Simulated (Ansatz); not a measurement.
Computed with Ansatz on PBE0-D4/def2-TZVP structures; ΔE is electronic, products minus reactants. CBS: MP2 limit from def2 TZ/QZ plus the TZ coupled-cluster correction, frozen cores. DFT in def2-TZVPP. One conformer a species, not always the lowest.

Reaction (redistribution): `CO[SiH2][SiH2]O` + `[CH3][AlH][SiH3]` → `O[SiH2][SiH3]` + `CO[CH2][AlH][SiH3]`

CCSD(T)/CBS gives +43.9 kcal/mol.

Problem. Another level gave +42.9 kcal/mol. Which?
A. PBE0/def2-TZVPP
B. PBE/def2-TZVPP
C. SCS-MP2/def2-TZVPP
D. CCSD(T)/def2-TZVPP

Solution. D. CCSD(T)/def2-TZVPP 42.9, PBE 39.6, SCS-MP2/def2-TZVPP 44.7, PBE0 41.6 kcal/mol.

Largest T1 diagnostic among the species: 0.012.

From PBE to PBE0 (25 % exact exchange), in def2-TZVPP and without D4, ΔE moves by +2.0 kcal/mol. In def2-TZVPP, CCSD(T) changes the Hartree–Fock value by −3.9 kcal/mol (the triples alone add −0.8 kcal/mol) and MP2 by −1.7 kcal/mol. The D4 term adds −0.9 kcal/mol with B3LYP and −0.5 kcal/mol with PBE0; it sums over pairs of atoms, weighted by their polarisabilities, and B3LYP, whose exchange is more repulsive, gets the larger term.

B3LYP here is the variant with VWN-RPA as its local correlation; programs differ in this.
